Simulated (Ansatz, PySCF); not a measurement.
Reaction (SMILES): C#CC=O + 6 [H][H] (H2) -> 3 C (CH4) + O (H2O)
Structures are relaxed separately at B3LYP-D3(BJ)/def2-TZVP in Ansatz (an electronic-structure program). Unstable Hartree-Fock reference: C#CC=O.

Property: energy of full hydrogenation (electronic energy difference), in kcal/mol. Cores are frozen in the correlated levels unless marked. Spin-orbit coupling is left out. Non-relativistic. CBS(X,Y): correlation extrapolated as X^-3; Hartree-Fock from the larger set. The bracket is a focal-point correction in the basis named.

```
level                                                                 program  energy of full hydrogenation (kcal/mol)
-------------------------------------------------------------  --------------  ---------------------------------------
HF/aug-cc-pVTZ                                                         Ansatz                                   -182.1
PBE-D3(BJ)/def2-TZVPD                                          Ansatz + dftd3                                   -171.9
revPBE/def2-TZVPD                                                      Ansatz                                   -162.5
BP86-D4/def2-TZVPD                                              PySCF + dftd4                                   -166.1
TPSS/def2-TZVPD                                                         PySCF                                   -159.7
M06-L-D4/def2-TZVPD                                             PySCF + dftd4                                   -182.7
M06-L/def2-TZVPD                                                        PySCF                                   -182.7
B97M-V/def2-TZVPD                                                      Ansatz                                   -179.0
PBE0/STO-3G                                                            Ansatz                                   -201.1
MN15-D3(BJ)/def2-TZVPD                                          PySCF + dftd3                                   -168.9
CAM-B3LYP-D3(BJ)/def2-TZVPD                                    Ansatz + dftd3                                   -178.6
B2GP-PLYP/def2-TZVPD                                                   Ansatz                                   -171.4
B2PLYP-D4/def2-TZVPD                                           Ansatz + dftd4                                   -168.4
B2PLYP/def2-TZVPD                                                      Ansatz                                   -168.7
RPA@PBE/cc-pVQZ                                                        Ansatz                                   -166.5
MP2/STO-3G                                                             Ansatz                                   -144.0
MP2/cc-pVTZ                                                            Ansatz                                   -171.1
RI-MP2/CBS(cc-pVTZ,cc-pVQZ)                                            Ansatz                                   -172.7
CCSD(T)/6-31G                                                          Ansatz                                   -145.1
RI-MP2/CBS(cc-pVTZ,cc-pVQZ)+[CCSD(T)-MP2]/cc-pVTZ                      Ansatz                                   -173.9
RI-MP2/CBS(aug-cc-pVTZ,aug-cc-pVQZ)+[CCSD(T)-MP2]/aug-cc-pVTZ          Ansatz                                   -174.0
```
